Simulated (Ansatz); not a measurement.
Relaxed structures of CH$_{5}$BGe, closed shell (PBE0-D4/def2-TZVP; forces vanish, vibrations not checked; lower isomers may exist, and structures with a doubtful reference or unclear bonds are left out; Å). Ansatz 0.2.0; basis: def2-TZVPP; cores frozen in the correlated methods. Filled d shells of the heavier atoms are correlated. The def2 sets are not built for correlating such inner shells, so the correlated values are less sure here.

Problem. Rank them by CCSD(T) energy, lowest first, and give each one's height above the lowest. Links in brackets join atoms within 1.22 times the sum of their covalent radii (1.1 for two metals). (To be estimated.)
A.
CH₅BGe ([CH3][B]12[H][Ge]1[H]2)
```
8
angstrom
B -0.2768 -0.0277 -0.2003
C 0.1628 1.2643 0.5578
Ge -0.6315 -1.5398 -1.3125
H -1.5489 -0.1809 -0.5293
H -0.3837 1.4139 1.4931
H 1.2280 1.2238 0.7996
H -0.2121 -1.1937 0.4212
H 0.0019 2.1482 -0.0647
```
B.
CH₅BGe ([BH2][CH][GeH2])
```
8
angstrom
B 0.1183 1.3826 0.3523
C -0.6903 0.1386 0.1016
Ge 0.2264 -1.3302 -0.3567
H -1.7715 0.0784 0.1753
H -0.4017 2.4199 0.6565
H 1.3160 1.3501 0.2474
H -0.3732 -2.7100 -0.6687
H 1.7498 -1.3015 -0.4751
```
C.
CH₅BGe ([BH2][GeH][CH2])
```
8
angstrom
B 0.2446 -1.5610 -0.5246
C 0.1466 1.5726 0.4796
Ge -0.7595 0.1044 -0.0099
H -2.2889 0.2133 -0.0051
H -0.3257 2.5040 0.7694
H 1.2308 1.5655 0.4988
H -0.3117 -2.5620 -0.8569
H 1.4368 -1.5227 -0.4886
```
D.
CH₅BGe ([BH][CH][GeH3])
```
8
angstrom
B -1.1445 0.6245 -0.5351
C 0.0620 0.4841 0.0804
Ge 0.6122 -1.3587 -0.2392
H -2.1746 0.6279 -1.1004
H -0.4697 -2.0741 -1.0701
H 0.7309 1.1047 0.6557
H 0.7865 -2.1043 1.0966
H 1.9393 -1.3942 -1.0191
```

Solution. Computed: A (0.0 kJ/mol), B (53.9 kJ/mol), D (62.9 kJ/mol), C (100.5 kJ/mol). Heights count from the lowest.

No T1 diagnostic of these runs exceeds 0.016. The restricted Hartree–Fock reference is unstable towards an unrestricted one at one or more of these structures.

For scale, one of the runs: CCSD(T)/def2-TZVPP, 180 basis functions, launched by `ansatz run in.yaml --threads 2 --pin off --events-out ev --progress --plain --max-ram 4352MiB`. Time: 55 s of wall clock on 2 CPU threads of an Arm Neoverse V2; the host was shared. Peak host memory: 1.7 GiB.
